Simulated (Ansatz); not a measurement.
Geometry optimisation, DFT r2SCAN, scalar-relativistic, plane waves, PAW in Ansatz.

input.yaml

```yaml
accuracy: low
crystal:
  lattice:
    - [8.490185, 0.0, 0.0]
    - [0.0, 8.490185, 0.0]
    - [0.0, 0.0, 8.490185]
  atoms:
    - { symbol: Cl, position: [0.6339251, 0.5349604, 0.9596797] }
    - { symbol: H, position: [0.6050291, 0.3975754, 1.0146243] }
    - { symbol: Cl, position: [0.0241749, 0.2193398, 0.5064224] }
    - { symbol: H, position: [0.0476224, 0.2755397, 0.3685084] }
    - { symbol: Cl, position: [-0.0213026, 0.6178028, 0.6427161] }
    - { symbol: H, position: [0.0225947, 0.7371959, 0.5618038] }
    - { symbol: Cl, position: [0.6600339, 0.1089586, 0.3883607] }
    - { symbol: H, position: [0.7419586, 0.1019397, 0.2619978] }
    - { symbol: Cl, position: [0.2306068, 0.4919551, 1.0082489] }
    - { symbol: H, position: [0.3017195, 0.4530083, 0.881148] }
    - { symbol: Cl, position: [0.6413259, 0.6574725, 0.3608022] }
    - { symbol: H, position: [0.7452808, 0.7502857, 0.4183139] }
    - { symbol: Cl, position: [0.2699683, 0.8695087, 0.2660806] }
    - { symbol: H, position: [0.2905036, 0.8594287, 0.1170666] }
    - { symbol: Cl, position: [0.2079826, 0.9828552, 0.7473989] }
    - { symbol: H, position: [0.2562878, 0.8512804, 0.6918726] }
    - { symbol: Cl, position: [0.8449238, 0.0881343, 0.8947764] }
    - { symbol: H, position: [0.7335652, 0.1203598, 0.7983955] }
    - { symbol: Cl, position: [0.9033291, 0.8304235, 0.1722209] }
    - { symbol: H, position: [0.9643463, 0.8394973, 0.0346598] }
    - { symbol: Cl, position: [0.4073592, 0.4223555, 0.6152575] }
    - { symbol: H, position: [0.3973608, 0.5390231, 0.5202986] }
    - { symbol: Cl, position: [0.6102144, 0.8488269, 0.7159892] }
    - { symbol: H, position: [0.5678864, 0.9013964, 0.5811809] }
basis:
  ecutwfc: 500.0
kpoints:
  mp_grid: { grid: [1, 1, 1] }
hamiltonian:
  xc: r2scan
scf:
  occupations: { method: fermi_dirac, width: 0.05 }
  lower_state_search: "off"
relax:
  f_tol: 0.3
  max_steps: 15
  adjacent_minimum: "off"
output:
  write_density: true
  write_potential: true
  elf: true
  volumetric_format: npy
```

Launched with:

```bash
$ ansatz run input.yaml --threads 1 --pin off --max-ram 3072MiB --backend cpu --events-out ev --progress --plain --runs-dir out
```

Q: Where does it end, and by what steps?

A: It converged. The threshold is loose, so the end isn't yet a minimum. The force dipped under the threshold on the way, but the program's further checks kept it going. Limits of this set-up: coarse k mesh, low accuracy level. After 14 steps the energy has fallen by 1.728 eV; Cl17 moved furthest, 1.34 Å.

| step | energy less start (eV) | largest force component (eV/Å) | accepted |
| --- | --- | --- | --- |
| 0 | 0.0000 | 0.558 | yes |
| 1 | -0.3173 | 0.388 | yes |
| 2 | -0.5613 | 0.403 | yes |
| 3 | -0.7427 | 0.801 | yes |
| 4 | -0.9782 | 0.489 | yes |
| 5 | -1.1421 | 0.500 | yes |
| 6 | -1.2530 | 0.344 | yes |
| 7 | -1.3331 | 0.494 | yes |
| 8 | -1.4182 | 0.264 | yes |
| 9 | -1.4182 | 0.264 | yes |
| 10 | -1.4697 | 0.485 | yes |
| 11 | -1.5170 | 1.002 | yes |
| 12 | -1.6240 | 0.381 | yes |
| 13 | -1.6670 | 0.515 | yes |
| 14 | -1.7284 | 0.067 | yes |

```xyz
24
Lattice="8.4902 0.0000 0.0000 0.0000 8.4902 0.0000 0.0000 0.0000 8.4902" Properties=species:S:1:pos:R:3
Cl 4.962 5.044 8.100
H 5.614 3.949 7.866
Cl 0.438 1.582 3.435
H 0.369 2.433 2.480
Cl 0.079 5.131 5.097
H 0.367 6.310 5.545
Cl 5.200 1.044 2.669
H 6.077 0.230 2.168
Cl 1.354 4.124 8.607
H 2.310 3.880 7.774
Cl 5.345 5.048 3.474
H 6.434 5.200 4.159
Cl 2.523 7.131 1.794
H 2.190 6.029 1.200
Cl 1.388 8.239 6.547
H 2.607 8.017 6.180
Cl 6.975 2.065 7.442
H 6.140 1.205 6.957
Cl 7.499 7.192 1.073
H 8.669 7.640 1.402
Cl 3.393 2.872 5.555
H 4.127 3.757 4.952
Cl 5.034 7.927 5.762
H 5.037 8.562 4.616
```

Run time: 6.2 min on 1 thread of Arm Neoverse V1, with other jobs on the host, peak memory 0.95 GiB.
